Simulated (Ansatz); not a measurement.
`CC[SiH2]N` + HBr → `CC[SiH2]Br` + NH₃ at 500 K and 1 bar (ligand exchange at the Si–N bond).

Isolated molecules relaxed with PBE0-D4/def2-TZVP in Ansatz; ΔE leaves out vibrations. CCSD(T)/CBS is the MP2 limit (def2-TZVPP, def2-QZVPP) plus CCSD(T) − MP2 in def2-TZVPP, frozen cores. This one scheme is used for every species. For Br outer-core shells are correlated without core-valence functions, which leaves a few kJ/mol of doubt a bond. Scalar relativity is left out up to krypton. One conformer a species, not always the lowest.

```tsv
species	CCSD(T)/CBS energy (Eh)	H − E (kJ/mol)	S (J/(mol·K))
`CC[SiH2]N`	-425.33899	332.5	405.1
HBr	-2573.91920	30.5	213.7
`CC[SiH2]Br`	-2942.77097	263.2	404.8
NH₃	-56.50880	108.2	211.8
```

H − E and S are ideal-gas, rigid-rotor, harmonic terms from PBE0-D4/def2-TZVP, for one conformer and one mirror image of each species. 1 Eh = 2625.50 kJ/mol, R = 8.31446 J/(mol·K).

Task: By hand: ΔE, ΔH, ΔS and ΔG.

Result: ΔE = (-2942.77097) + (-56.50880) − (-425.33899) − (-2573.91920) = -0.02158 Eh = -56.7 kJ/mol. Δ(H − E) = 263.2 + 108.2 − 332.5 − 30.5 = 8.4, so ΔH = -48.3 kJ/mol. ΔS = 404.8 + 211.8 − 405.1 − 213.7 = -2.2 J/(mol·K). ΔG = -48.3 − 500 × (-2.2)/1000 = -47.2 kJ/mol.

Task: By hand: the equilibrium constant, and the temperature at which ΔG would vanish if ΔH and ΔS stayed fixed.

Result: log₁₀ K = −ΔG/(RT ln 10) = 4.9. ΔG = 0 at ΔH/ΔS = 21955 K, far beyond where these terms or the molecules hold.

The number of gas molecules stays the same, so ΔS is small and ΔH decides. A doubt of 5 kJ/mol in ΔE shifts log₁₀ K by 0.5 here. Other conformers and mirror images would add mixing entropy, several J/(mol·K) or more a flexible species. These are equilibria of isolated gas molecules and say nothing of rates. Largest T1 diagnostic: 0.009 (customary marks: 0.02 for closed shells, 0.045 for open ones).
